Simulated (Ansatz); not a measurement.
Species: C3H3, SMILES `C#C[CH2]` (charge 0, multiplicity 2).

Problem. Give a relaxed geometry from B3LYP-D3(BJ)/def2-TZVP (Ansatz, a first-principles code).

Solution. the end point of this relaxation (outside a Z-matrix the atoms follow the SMILES, hydrogens last).
Cartesian coordinates (Å) in one orientation:
```xyz
6

C      1.491    -0.196    -0.316
C      0.281    -0.037    -0.331
C     -1.072     0.141    -0.348
H      2.543    -0.335    -0.303
H     -1.633     0.038    -1.267
H     -1.609     0.389     0.557
```
